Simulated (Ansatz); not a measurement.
C3H5BO can be A, `C#CBCO`, or B, `BC1=CCO1`.

Calculated with Ansatz (gas phase, PBE0-D4/def2-TZVP geometries, no zero-point term in ΔE). CBS: MP2 limit from def2 TZ/QZ plus the TZ coupled-cluster correction, frozen cores. DFT in def2-TZVPP. B3LYP here is the variant with VWN-RPA as its local correlation; programs differ in this. Each species was taken in one conformer, which may not be the lowest.

A:

```xyz
10

C    -0.796   -2.236    0.111
C    -0.306   -1.239   -0.368
B     0.293    0.052   -0.875
C     0.413    1.278    0.071
O    -0.044    1.159    1.398
H    -1.225   -3.128    0.507
H     0.678    0.141   -2.003
H     1.474    1.584    0.068
H    -0.100    2.120   -0.427
H    -0.387    0.269    1.518
```

B:

Z-matrix (Å, degrees):
```
C
O 1 1.448
C 1 1.971 2 45.2
C 1 1.491 2 88.4 3 0.0
H 1 1.093 2 111.2 3 -118.3
H 1 1.093 2 111.2 3 118.3
B 3 1.523 2 126.9 1 180.0
H 4 1.078 1 136.5 2 -180.0
H 7 1.193 3 121.3 2 -0.0
H 7 1.194 3 117.6 2 -180.0
```

**Question.** Which is lower in electronic energy at CCSD(T)/CBS, and by how much? (An estimate is asked.)

**Answer.** Computed: A, by 11.9 kcal/mol.

**Question.** Give E(B) − E(A) in kcal/mol with BLYP-D4, B3LYP-D4, LDA (SPW92), ωB97M-V, CCSD(T)/def2-SVP, r2SCAN-D4, CCSD(T)/def2-TZVPP. (Estimate.)

**Answer.** The calculation gave: BLYP-D4 10.8, B3LYP-D4 10.8, LDA (SPW92) 2.2, ωB97M-V 10.2, CCSD(T)/def2-SVP 7.2, r2SCAN-D4 8.3, CCSD(T)/def2-TZVPP 10.8. None reverses the order clearly.

**Question.** Does the order hold for the free energy at 298.15 K (harmonic terms from PBE0-D4)? (Estimate.)

**Answer.** Computed: Yes: G(B) − G(A) = +13.7 kcal/mol, for one conformer each.

Largest T1 diagnostic: 0.014.

At CCSD(T), def2-SVP lies −4.6 kcal/mol from the extrapolated value and def2-TZVPP −1.0 kcal/mol. Leaving LDA and LC-ωPBE aside and taking each functional with its dispersion term where it has one, the values, not all of them listed here, spread over 6.4 kcal/mol, from revPBE-D4 to B2PLYP. LDA lies −3.7 kcal/mol from PBE without D4.
